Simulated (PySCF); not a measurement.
Compound: C7H8N2.
SMILES with atom numbers: `[CH3:1][CH2:2][c:3]1[cH:4][cH:5][c:6]([C:7]#[N:8])[nH:9]1` (hydrogens: H10, H11, H12 on C1; H13, H14 on C2; H15 on C4; H16 on C5; H17 on N9)

Vertical excitations from PySCF (density fitting, frozen core in the response, grid level 2 and gas phase unless stated; continuum runs use non-equilibrium linear response for the excitations) on a GFN2-xTB geometry. Reference run:

```csv
settings,"S1, eV (f)","S2, eV (f)","S3, eV (f)","S4, eV (f)","S5, eV (f)","S6, eV (f)","T1, eV (Tamm–Dancoff)",mean α (au)
"PBE0/def2-SVPD, full TDDFT, 6 singlets",5.40 (0.417),5.54 (0.032),6.02 (0.002),6.21 (0.021),6.63 (0.031),6.84 (0.013),3.60,95.8
```

Problem. What do these settings give: B3LYP/6-31++G**, full TDDFT, 3 singlets?

Solution. 
```tsv
settings	S1, eV (f)	S2, eV (f)	S3, eV (f)	S4, eV (f)	S5, eV (f)	S6, eV (f)	T1, eV (Tamm–Dancoff)	mean α (au)
B3LYP/6-31++G**, full TDDFT, 3 singlets	4.88 (0.033)	5.30 (0.414)	5.57 (0.008)	–	–	–	3.61	95.0
```

S1 moves by -0.52 eV; functional and basis change together, so the shift can't be laid on one. States are counted by energy in each run and needn't keep their character from row to row.

All basis functions are spherical, in the Pople sets too.

Problem. Give the leading configurations of S1 (H = HOMO, L = LUMO) and the HOMO–LUMO gap of each run.

Solution. 
```csv
settings,S1 configurations (weight),S1 (eV),orbital gap (eV),S1 − gap (eV)
"PBE0/def2-SVPD, full TDDFT, 6 singlets",H→L 0.88,5.40,5.90,-0.50
"B3LYP/6-31++G**, full TDDFT, 3 singlets","H→L+1 0.65, H→L 0.31",4.88,5.45,-0.57
```

Conformer computed: `[CH3:1][CH2:2][c:3]1[cH:4][cH:5][c:6]([C:7]#[N:8])[nH:9]1`: C1–C2–C3–C4 91°.

One conformer stands for the species.
